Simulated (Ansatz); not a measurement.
Species: CH₆NSi, charge 0, multiplicity 2. It need not be the lowest isomer of its formula. 
Coordinates optimised at B3LYP-D3(BJ)/def2-TZVP (Ansatz, an electronic-structure program):
SMILES: C[N][SiH3]
```xyz
9

C     -1.5881    -0.1875     0.6057
N     -0.4980    -0.5685    -0.2285
Si     1.0262     0.2720    -0.2541
H     -2.2168    -1.0508     0.8464
H     -1.3150     0.3401     1.5300
H     -2.2318     0.4982     0.0294
H      2.1064    -0.7399    -0.2745
H      1.2300     1.1886     0.9022
H      1.0760     1.0611    -1.5106
```
Charge 0, spin multiplicity 2.

Parts of the frozen-core correlation energy in cc-pwCVTZ (Ansatz, hartree). Frozen orbitals: 7; correlated occupied orbitals by spin: 10 and 9; virtual: 212 and 213. UHF or UKS for open shells. Spin-orbit coupling is left out. Non-relativistic.

```
term                            value
-------------------------  ----------
reference (HF)             -384.75804
MP2 opposite-spin            -0.38434
MP2 same-spin                -0.09710
CCSD correlation             -0.52859
(T)                          -0.01888
T1 diagnostic                   0.015
largest doubles amplitude       0.018
<S^2> of the reference          0.762
```
